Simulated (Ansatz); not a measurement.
The cluster Mg2Zn2, 4 atoms. Hardware: 2 threads of Arm Neoverse V1 on a shared host.

Correlated methods freeze 20 core orbitals; core or outer-core shells of Mg are correlated, in sets that lack core-valence functions.

Problem. How many basis functions does each of these Ansatz runs have, and roughly what does it cost? ωB97M-V/def2-TZVP, charge 0 quintet, energy, from earlier orbitals; r2SCAN/def2-TZVPD, charge 0 singlet, energy, from earlier orbitals; PBE0/def2-TZVP, charge 0 triplet, energy, from earlier orbitals; PBE0/def2-SVP, charge 0 triplet, energy with a search over starts; PBE0/def2-SVP, charge 0 quintet, energy with a search over starts; HF/def2-TZVP, charge 0 singlet, energy, from earlier orbitals; PBE0/def2-SVP, charge -1 doublet at the geometry of the charge 0 singlet, energy with a search over starts; PBE/def2-SVP, charge 0 triplet, relaxation, 25 steps; PBE0/def2-TZVP, charge 0 singlet, energy and forces, from earlier orbitals; r2SCAN0/def2-TZVP, charge 0 quintet, energy, from earlier orbitals; RPA@PBE/def2-TZVP, charge 0 quintet, energy, from earlier orbitals; RPA@PBE/def2-TZVP, charge 0 triplet, energy, from earlier orbitals.

Solution. Other jobs shared the machine, so times can vary by a factor of up to 3. A dash marks memory too small to be measured apart from the calling script's.

```csv
run,functions,fitting or Cholesky vectors,wall time,peak host memory (GiB)
"HF/def2-TZVP, charge 0 singlet, energy, from earlier orbitals",160,1378,3.8 s,–
"PBE0/def2-TZVP, charge 0 singlet, energy and forces, from earlier orbitals",160,1378,8 s,–
"r2SCAN/def2-TZVPD, charge 0 singlet, energy, from earlier orbitals",172,1544,11 s,–
"RPA@PBE/def2-TZVP, charge 0 triplet, energy, from earlier orbitals",160,1378,13 s,–
"RPA@PBE/def2-TZVP, charge 0 quintet, energy, from earlier orbitals",160,1378,14 s,–
"PBE0/def2-TZVP, charge 0 triplet, energy, from earlier orbitals",160,1378,16 s,0.6
"PBE0/def2-SVP, charge -1 doublet at the geometry of the charge 0 singlet, energy with a search over starts",98,880,18 s,–
"PBE0/def2-SVP, charge 0 triplet, energy with a search over starts",98,880,21 s,–
"PBE0/def2-SVP, charge 0 quintet, energy with a search over starts",98,880,25 s,–
"r2SCAN0/def2-TZVP, charge 0 quintet, energy, from earlier orbitals",160,1378,27 s,0.68
"ωB97M-V/def2-TZVP, charge 0 quintet, energy, from earlier orbitals",160,1378,59 s,0.95
"PBE/def2-SVP, charge 0 triplet, relaxation, 25 steps",98,1074,2.3 min,–
```
